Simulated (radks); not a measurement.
The numbers below are computed, except where a source is named.
The promethium anion Pm- inside a hard spherical wall (all orbitals vanish at R), configuration held at [Xe] 4f6 6s2 and not refilled when levels cross. Code: a radial shooting solver on a logarithmic mesh with Libxc functionals. Model: scalar-relativistic Kohn-Sham, PBEsol, spin-polarised, spherical densities, finite nucleus; open shells are filled with parallel spins first (spin-orbit coupling, left out, can overturn this in heavy ions); Fermi nuclear charge, rms radius 4.962 fm. Eigenvalues in eV for spin up, with the zero of energy where the potential of the charges vanishes at infinity; a dash marks a level that is unbound or too diffuse for the functional's potential to be trusted. A positive occupied level is held by the wall or, in an anion where self-interaction has pushed it up, behind a barrier. The pressure on the wall is -dE/dV.

R (bohr)  E (hartree)  kinetic (hartree)    e(5s)    e(5p)   e(6s)  e(5d, empty)  e(6p, empty)   e(4f)  pressure (GPa)
7         -10016.3237          10681.923  -31.206  -12.379   4.060         6.602         7.227   9.044            4.38
6         -10016.1889          10682.307  -29.343  -10.635   6.430         8.542        10.656  11.025            12.6
3         -10011.3364          10698.746   -8.154   10.816  61.905        37.753        79.425  36.307            1920
2.5       -10005.2930          10718.001    7.957   29.266  114.47        62.584        138.41  54.643            7050
1.5        -9929.1032          10937.488   172.27   217.11  572.30        286.69        620.74  174.68          235000
